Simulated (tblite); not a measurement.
C5H4NO (doublet state).
SMILES: `N#CC1=CC[CH]O1`

All values are computed: GFN2-xTB (tblite) harmonic vibrations without scaling, gas phase. This tight-binding method is rough: wavenumbers can miss measured ones by several per cent, in bad cases by 10 to 20. Open shells enter through the occupations alone, without spin polarisation, and single modes of such species can be off by tens of per cent.

Harmonic wavenumbers (cm⁻¹): 147.2, 157.5, 251.8, 310.0, 432.9, 531.8, 551.3, 592.2, 697.9, 761.5, 915.5, 926.7, 995.0, 1004.2, 1036.6, 1106.3, 1173.6, 1246.6, 1266.3, 1287.7, 1443.5, 1555.9, 2366.3, 2756.2, 2835.6, 3185.8, 3200.1.

A = 8497, B = 1978, C = 1621 MHz; mass 94.029 u (most abundant isotopes); point group Cs, symmetry number 1; spin multiplicity 2.

What is the zero-point energy?

½Σν̃ = 16368 cm⁻¹ = 195.81 kJ/mol.

Give the ideal-gas entropy at 350 K and 1 bar in the rigid-rotor, harmonic-oscillator model (classical rotation).

Translation 168.85, rotation 114.42, vibration 62.91, spin (R ln 2) 5.76: S = 352.0 J/(mol K).

And Cp and H(350 K) − H(0)?

Cp = 116.52 J/(mol K), of which vibrations give 83.26 (their classical limit is 27 R = 224.5); H(350 K) − H(0) = 24.82 kJ/mol without the zero-point energy, 13.18 from vibrations.

Which modes carry the vibrational entropy at 350 K?

147.2 cm⁻¹: 12.62; 157.5 cm⁻¹: 12.07; 251.8 cm⁻¹: 8.39; 310.0 cm⁻¹: 6.84; 432.9 cm⁻¹: 4.54; 531.8 cm⁻¹: 3.29 J/(mol K); the other 21 give 15.17 together.

What must be added to the electronic energy to get the Gibbs energy at 350 K and 1 bar?

ZPE + [H(350 K) − H(0)] − T·S = 195.81 + 24.82 − 123.18 = 97.45 kJ/mol.

How do the functions run with temperature in this model?

| T (K) | S (J/(mol K)) | Cp (J/(mol K)) | H − H(0) (kJ/mol) | G − H(0) (kJ/mol) | ln q(vib) |
| --- | --- | --- | --- | --- | --- |
| 50 | 225.5 | 37.8 | 1.71 | -9.56 | 0.03 |
| 100 | 255.7 | 50.8 | 3.93 | -21.64 | 0.28 |
| 298.15 | 334.4 | 103.2 | 19.12 | -80.57 | 2.38 |
| 373.15 | 359.6 | 122.1 | 27.58 | -106.60 | 3.34 |
| 500 | 399.2 | 148.5 | 44.83 | -154.77 | 5.04 |
| 750 | 466.6 | 183.1 | 86.66 | -263.27 | 8.41 |
| 1000 | 522.4 | 204.3 | 135.29 | -387.09 | 11.59 |

q(vib) and H(0) count from the zero-point level.

Hindered rotation and anharmonicity are outside this model.
